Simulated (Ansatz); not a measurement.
Reactions of C₂H₄FN, SMILES `CN=CF`.

Isolated molecules relaxed with PBE0-D4/def2-TZVP in Ansatz; ΔE leaves out vibrations. CCSD(T)/CBS adds triple-zeta CCSD(T) − MP2 to the extrapolated MP2 energy (def2 sets, frozen cores). This one scheme is used for every species. Double bonds are as drawn, so ΔE can hold a change between cis and trans. DFT in def2-TZVPP. For Ga, Ge, Se outer-core shells are correlated without core-valence functions, which leaves a few kJ/mol of doubt a bond. Scalar relativity is left out up to krypton. One conformer a species, not always the lowest.

| reaction | ωB97M-V (kJ/mol) | PBE0-D4 (kJ/mol) | CCSD/CBS(def2) (kJ/mol) |
| --- | --- | --- | --- |
| `C/N=C\F` + CH₃NH₂ → `C/N=C/NC` + H–F | -43 | -51 | -49 |
| `C/N=C\F` + H₂Se → `C/N=C/[SeH]` + H–F | 0 | -7 | -12 |
| `C/N=C\F` + `[OH][GeH2][SeH]` → `C[O][GeH2][SeH]` + `N=CF` | 32 | 35 | 33 |
| `C/N=C\F` + `[CH3][Ga]([NH2])[OH]` → `C[O][Ga]([CH3])[NH2]` + `N=CF` | 38 | 40 | 40 |

Task: Give the CCSD(T)/CBS values in the same order. (An estimate is asked.)

Result: The calculation gave: -52, -16, 33, 41 kJ/mol.

Largest T1 diagnostic: 0.013, for `N=CF`.
